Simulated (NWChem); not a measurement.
Everything below was run with NWChem. System: F5Sb, charge 1, spin multiplicity 2, at the geometry of a parent with another charge or spin, in a state set for the comparison that need not be this species' ground state. Its SCF solution wasn't tested for a lower state.

Input file:

```
start mol
memory heap 200 mb stack 900 mb global 1100 mb
charge 1
geometry units angstroms nocenter noautoz noautosym
  Sb     0.000000     0.000000     0.000814
  F     -1.904657     0.000000     0.005924
  F      1.904657     0.000000     0.005924
  F      0.000000    -1.646638     0.938641
  F      0.000000     0.000000    -1.893744
  F      0.000000     1.646638     0.938641
end
basis spherical
  * library x2c-svpall-2c
end
relativistic
  zora on
end
dft
  xc xpbe96 cpbe96
  odft
  mult 2
  semidirect memsize 60000000 filesize 0
  iterations 100
  grid fine
end
task sodft energy
```

The output up to the point where the run's verdict is printed (cleaned and shortened):

```
             Northwest Computational Chemistry Package (NWChem) 7.3.0
             --------------------------------------------------------

                                NWChem Input Module
                                -------------------

 Scaling coordinates for geometry "geometry" by  1.889725989
 (inverse scale =  0.529177249)

                             Geometry "geometry" -> ""
                             -------------------------

 Output coordinates in angstroms (scale by  1.889725989 to convert to a.u.)

  No.       Tag          Charge          X              Y              Z
 ---- ---------------- ---------- -------------- -------------- --------------
    1 Sb                  51.0000     0.00000000     0.00000000     0.00081400
    2 F                    9.0000    -1.90465700     0.00000000     0.00592400
    3 F                    9.0000     1.90465700     0.00000000     0.00592400
    4 F                    9.0000     0.00000000    -1.64663800     0.93864100
    5 F                    9.0000     0.00000000     0.00000000    -1.89374400
    6 F                    9.0000     0.00000000     1.64663800     0.93864100

 Effective nuclear repulsion energy (a.u.)     785.7675820741

            Nuclear Dipole moment (a.u.)
            ----------------------------
        X                 Y               Z
 ---------------- ---------------- ----------------
     0.0000000000     0.0000000000    -0.0000226767


 Summary of "ao basis" -> "" (spherical)
 ------------------------------------------------------------------------------
       Tag                 Description            Shells   Functions and Types
 ---------------- ------------------------------  ------  ---------------------
 *                       x2c-svpall-2c                on all atoms

  pbe96 is a nonlocal functional; adding pw91lda local functional.

                                 NWChem DFT Module
                                 -----------------

 Summary of "ao basis" -> "ao basis" (spherical)
 ------------------------------------------------------------------------------
       Tag                 Description            Shells   Functions and Types
[...]
 d= 0,ls=0.5,diis    75  -7054.1100084259 -5.11D-05  3.69D-05  2.19D-03   151.4
                                                     3.96D-05  2.19D-03
 d= 0,ls=0.5,diis    76  -7054.1101258642 -1.17D-04  3.63D-05  1.93D-03   153.1
                                                     3.97D-05  1.93D-03
 d= 0,ls=0.5,diis    77  -7054.1102404944 -1.15D-04  4.03D-05  1.69D-03   154.8
                                                     4.38D-05  1.69D-03
 d= 0,ls=0.5,diis    78  -7054.1103782385 -1.38D-04  5.52D-05  1.34D-03   156.5
                                                     6.20D-05  1.34D-03
 d= 0,ls=0.5,diis    79  -7054.1105755898 -1.97D-04  1.00D-04  6.72D-04   158.2
                                                     1.12D-04  6.72D-04
 d= 0,ls=0.5,diis    80  -7054.1107649848 -1.89D-04  5.13D-05  4.75D-05   160.0
                                                     5.71D-05  4.75D-05
 d= 0,ls=0.5,diis    81  -7054.1107964243 -3.14D-05  2.56D-05  1.23D-04   161.7
                                                     2.71D-05  1.23D-04
 d= 0,ls=0.5,diis    82  -7054.1108460047 -4.96D-05  3.37D-05  6.94D-05   163.4
                                                     3.63D-05  6.94D-05
 d= 0,ls=0.5,diis    83  -7054.1108631750 -1.72D-05  2.04D-05  1.72D-04   165.1
                                                     2.13D-05  1.72D-04
 d= 0,ls=0.5,diis    84  -7054.1109151187 -5.19D-05  2.01D-05  9.55D-05   166.8
                                                     2.08D-05  9.55D-05
 d= 0,ls=0.5,diis    85  -7054.1109553131 -4.02D-05  3.44D-05  8.32D-05   168.5
                                                     3.72D-05  8.32D-05
 d= 0,ls=0.5,diis    86  -7054.1109551614  1.52D-07  2.90D-05  2.54D-04   170.1
                                                     3.09D-05  2.54D-04
 d= 0,ls=0.5,diis    87  -7054.1110312232 -7.61D-05  2.08D-05  4.95D-05   171.7
                                                     2.17D-05  4.95D-05
 d= 0,ls=0.5,diis    88  -7054.1110697254 -3.85D-05  2.33D-05  4.05D-05   173.4
                                                     2.33D-05  4.05D-05
 d= 0,ls=0.5,diis    89  -7054.1111004822 -3.08D-05  2.84D-05  5.71D-05   175.2
                                                     2.90D-05  5.71D-05
 d= 0,ls=0.5,diis    90  -7054.1111156938 -1.52D-05  3.40D-05  1.36D-04   176.9
                                                     3.52D-05  1.36D-04
 d= 0,ls=0.5,diis    91  -7054.1111025119  1.32D-05  1.84D-05  3.36D-04   178.6
                                                     1.82D-05  3.36D-04
 d= 0,ls=0.5,diis    92  -7054.1111514647 -4.90D-05  1.73D-05  2.12D-04   180.3
                                                     1.69D-05  2.12D-04
 d= 0,ls=0.5,diis    93  -7054.1111832569 -3.18D-05  1.73D-05  1.87D-04   182.0
                                                     1.70D-05  1.87D-04
 d= 0,ls=0.5,diis    94  -7054.1112219117 -3.87D-05  2.28D-05  1.28D-04   183.6
                                                     2.33D-05  1.28D-04
 d= 0,ls=0.5,diis    95  -7054.1112324867 -1.06D-05  5.77D-05  2.00D-04   185.2
                                                     6.23D-05  2.00D-04
 d= 0,ls=0.5,diis    96  -7054.1111010918  1.31D-04  3.36D-05  9.66D-04   187.0
                                                     3.58D-05  9.66D-04
 d= 0,ls=0.5,diis    97  -7054.1110064402  9.47D-05  1.68D-05  1.47D-03   188.6
                                                     1.77D-05  1.47D-03
 d= 0,ls=0.5,diis    98  -7054.1109921415  1.43D-05  1.20D-05  1.55D-03   190.3
                                                     1.30D-05  1.55D-03
 d= 0,ls=0.5,diis    99  -7054.1110023207 -1.02D-05  2.90D-05  1.53D-03   192.0
                                                     3.08D-05  1.53D-03
 d= 0,ls=0.5,diis   100  -7054.1111448724 -1.43D-04  1.29D-05  8.86D-04   193.7
                                                     1.32D-05  8.86D-04
```

The run did not converge; its last values are not results. The next line reads: Calculation failed to converge. NWChem stopped with the message: sodft energy failed.
